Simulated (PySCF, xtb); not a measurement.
C2H6F2Ge, SMILES [F][Ge]([F])([CH3])[CH3].

GFN2-xTB run with xtb at its own geometry gives an orbital gap of 6.94 eV and a dipole moment of 4.78 D.

The structure is a stationary point at B3LYP-D3(BJ)/def2-SVP.

What does HF/def2-TZVP (PySCF) give? (An estimate is asked for; the answer gives what the named calculation found.)

gap 15.37 eV (levels -12.21 and 3.16 eV), dipole 3.70 D.
